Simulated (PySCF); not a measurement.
# Radial density of Cr²⁺ (chromium, charge +2)

B3LYP, [Ar] 3d4, high-spin 5D determinant. All numbers are calculated (PySCF 2.14, no relativity, point nucleus, in aug-cc-pVDZ (7s6p4d2f, 59 functions)).

```json
{"r (bohr)": "0.000867", "4πr²ρ (e/bohr)": "0.08441", "4πr²(ρα − ρβ)": "0.0000"}
{"r (bohr)": "0.00146", "4πr²ρ (e/bohr)": "0.2321", "4πr²(ρα − ρβ)": "0.0000"}
{"r (bohr)": "0.00245", "4πr²ρ (e/bohr)": "0.6262", "4πr²(ρα − ρβ)": "0.0000"}
{"r (bohr)": "0.00413", "4πr²ρ (e/bohr)": "1.635", "4πr²(ρα − ρβ)": "0.0000"}
{"r (bohr)": "0.00694", "4πr²ρ (e/bohr)": "4.042", "4πr²(ρα − ρβ)": "0.0001"}
{"r (bohr)": "0.0117", "4πr²ρ (e/bohr)": "9.117", "4πr²(ρα − ρβ)": "0.0002"}
{"r (bohr)": "0.0196", "4πr²ρ (e/bohr)": "17.65", "4πr²(ρα − ρβ)": "0.0003"}
{"r (bohr)": "0.0330", "4πr²ρ (e/bohr)": "26.60", "4πr²(ρα − ρβ)": "0.0006"}
{"r (bohr)": "0.0556", "4πr²ρ (e/bohr)": "27.55", "4πr²(ρα − ρβ)": "0.0014"}
{"r (bohr)": "0.0935", "4πr²ρ (e/bohr)": "21.90", "4πr²(ρα − ρβ)": "0.0094"}
{"r (bohr)": "0.157", "4πr²ρ (e/bohr)": "28.02", "4πr²(ρα − ρβ)": "0.0763"}
{"r (bohr)": "0.264", "4πr²ρ (e/bohr)": "27.61", "4πr²(ρα − ρβ)": "0.4718"}
{"r (bohr)": "0.445", "4πr²ρ (e/bohr)": "10.97", "4πr²(ρα − ρβ)": "1.7713"}
{"r (bohr)": "0.748", "4πr²ρ (e/bohr)": "13.28", "4πr²(ρα − ρβ)": "3.2001"}
{"r (bohr)": "1.26", "4πr²ρ (e/bohr)": "6.963", "4πr²(ρα − ρβ)": "2.3225"}
{"r (bohr)": "2.12", "4πr²ρ (e/bohr)": "0.9132", "4πr²(ρα − ρβ)": "0.6177"}
{"r (bohr)": "3.56", "4πr²ρ (e/bohr)": "0.04481", "4πr²(ρα − ρβ)": "0.0436"}
{"r (bohr)": "5.99", "4πr²ρ (e/bohr)": "0.0001034", "4πr²(ρα − ρβ)": "0.0001"}
```
